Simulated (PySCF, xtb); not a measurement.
O2Si, SMILES [Si](=O)=O.

Harmonic wavenumbers (cm⁻¹) from GFN2-xTB (xtb) at its own minimum, in rising order: 341, 341, 1180, 1695.

Task: What does ωB97X-D3(BJ)/def2-TZVP (PySCF) give at its own minimum? (An estimate is asked for; the answer gives what the named calculation found.)

Result: 310, 310, 1028, 1481. Paired by order, the mean absolute difference is 107 cm⁻¹ and the zero-point energies are 5.1 and 4.5 kcal/mol.
